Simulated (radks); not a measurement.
Values are calculated unless marked as measured or tabulated.
Question: These are the eigenvalues of the occupied orbitals of an atom or ion with whole-number occupations (hartree). Code: a radial shooting solver on a logarithmic mesh with Libxc functionals. Model: scalar-relativistic Kohn-Sham, LB94 model potential, spin-polarised, spherical densities, finite nucleus; Fermi nuclear charge, rms radius of each element as measured or else 0.836 A^(1/3) + 0.57 fm.

| orbital | eigenvalue |
|---|---|
| 1s down | -2752.352 |
| 1s up | -2752.352 |
| 2s down | -504.3150 |
| 2s up | -504.3088 |
| 2p down | -443.2529 |
| 2p up | -443.2479 |
| 3s up | -140.2904 |
| 3s down | -140.2809 |
| 3p up | -122.3318 |
| 3p down | -122.3162 |
| 3d up | -102.2348 |
| 3d down | -102.2278 |
| 4s up | -51.00016 |
| 4s down | -50.73966 |
| 4p up | -44.86050 |
| 4p down | -44.61164 |
| 4d up | -37.31737 |
| 4d down | -37.07719 |
| 4f up | -29.09421 |

Which element is it, and in what charge state? The configuration may be excited. Open shells, if any, are filled with parallel spins first.

Answer: Z = 76, osmium, charge +25: Os25+ in [Kr] 4d10 4f5. The list shows which subshells hold electrons but not how many an open one holds; the 1s level, -2752.4 hartree, gives Z - s = 74.2 by -(Z - s)^2/2, which with screening and relativity narrows Z to a few neighbours, and the depths of the outer levels then fix element, charge and occupations together.
